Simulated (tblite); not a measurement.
Compound: C9H16N (charge +1).
Atom-mapped SMILES: `[CH2:1]=[CH:2]/[CH:3]=[CH:4]/[CH:5]=[CH:6]/[N+:7]([CH3:8])([CH3:9])[CH3:10]` (hydrogens: H11, H12 on C1; H13 on C2; H14 on C3; H15 on C4; H16 on C5; H17 on C6; H18, H19, H20 on C8; H21, H22, H23 on C9; H24, H25, H26 on C10)
Bond orders are those of one Lewis drawing.

Computed with GFN2-xTB (tblite), gas phase: L-BFGS steps from a force-field or distance-geometry start until the largest atomic force falls under 0.01 eV/Å.

Geometry at step 1:
```
atom  x, y, z in Å
C1      5.2706   -0.2053    0.1954
C2      4.1404    0.4706    0.0644
C3      2.8365   -0.1301    0.2069
C4      1.6809    0.5562    0.0732
C5      0.3870   -0.0474    0.2192
C6     -0.7520    0.6352    0.0836
N7     -2.0791    0.0008    0.2281
C8     -3.1273    1.0532    0.0290
C9     -2.2177   -0.5754    1.6194
C10    -2.2486   -1.0735   -0.8194
H11     5.2947   -1.2699    0.4105
H12     6.2293    0.2877    0.0888
H13     4.1771    1.5431   -0.1369
H14     2.8191   -1.1996    0.4202
H15     1.7264    1.6276   -0.1363
H16     0.3792   -1.1176    0.4425
H17    -0.7115    1.7011   -0.1269
H18    -3.0336    1.4792   -0.9792
H19    -4.1164    0.5981    0.1334
H20    -3.0098    1.8423    0.7858
H21    -3.2360   -0.9592    1.7349
H22    -1.5081   -1.4001    1.7686
H23    -2.0354    0.2109    2.3686
H24    -3.2645   -1.4760   -0.7591
H25    -2.0810   -0.6359   -1.8132
H26    -1.5413   -1.8933   -0.6492
```

Q: Give the atomic forces at this geometry.

A: 
| atom | Fx (eV/Å) | Fy (eV/Å) | Fz (eV/Å) |
| --- | --- | --- | --- |
| C1 | 0.724 | -0.408 | 0.067 |
| C2 | -0.646 | 0.469 | 0.019 |
| C3 | 0.072 | -0.027 | -0.073 |
| C4 | 0.090 | 0.148 | 0.069 |
| C5 | 0.355 | -0.274 | 0.007 |
| C6 | -0.087 | -0.012 | 0.035 |
| N7 | -0.056 | 0.121 | 0.084 |
| C8 | 0.286 | -0.394 | 0.072 |
| C9 | -0.058 | 0.181 | -0.619 |
| C10 | -0.035 | 0.424 | 0.515 |
| H11 | -0.024 | 0.275 | -0.067 |
| H12 | -0.172 | -0.169 | 0.034 |
| H13 | -0.114 | -0.316 | 0.016 |
| H14 | -0.011 | 0.256 | -0.043 |
| H15 | -0.104 | -0.375 | 0.045 |
| H16 | 0.060 | 0.348 | -0.086 |
| H17 | -0.325 | -0.358 | 0.048 |
| H18 | -0.014 | -0.091 | 0.354 |
| H19 | 0.130 | 0.139 | -0.020 |
| H20 | -0.028 | -0.265 | -0.309 |
| H21 | 0.192 | 0.053 | 0.044 |
| H22 | -0.209 | 0.360 | -0.073 |
| H23 | -0.029 | -0.321 | -0.357 |
| H24 | 0.173 | 0.091 | -0.049 |
| H25 | -0.030 | -0.177 | 0.353 |
| H26 | -0.139 | 0.322 | -0.066 |

The largest, 0.83 eV/Å, acts on C1; the rms over all components is 0.245 eV/Å. The forces sum to zero within rounding, as they must for an isolated molecule in no field.

Q: Give the force on C1 in Eh/bohr and in nN.

A: 0.834 eV/Å ÷ 51.422 = 0.01621 Eh/bohr, and 0.834 eV/Å × 1.602 = 1.34 nN.

Q: How far is this geometry from the end of the optimisation?

A: 0.101 eV above it, and 0.032 Å rms away after alignment. The bonds farthest from their final lengths, with half the difference of the two atoms' forces along the bond (positive lengthens):

| bond | now (Å) | final (Å) | force along bond (eV/Å) |
| --- | --- | --- | --- |
| N7–C9 | 1.512 | 1.478 | -0.33 |
| N7–C10 | 1.510 | 1.478 | -0.26 |
| N7–C8 | 1.499 | 1.475 | -0.30 |
| C9–H23 | 1.101 | 1.089 | -0.09 |
| C4–H15 | 1.093 | 1.081 | -0.26 |
| C5–H16 | 1.093 | 1.082 | -0.31 |

The angle farthest from its final value is N7–C6–H17, 118.2° against 114.5°.

Of the 6 listed bonds off by 0.010 Å or more, this force points towards the final length in 6.

The cost below is that of the whole relaxation. The run took 0.22 s of wall time on Arm Neoverse V2, one thread, no GPU (shared host).
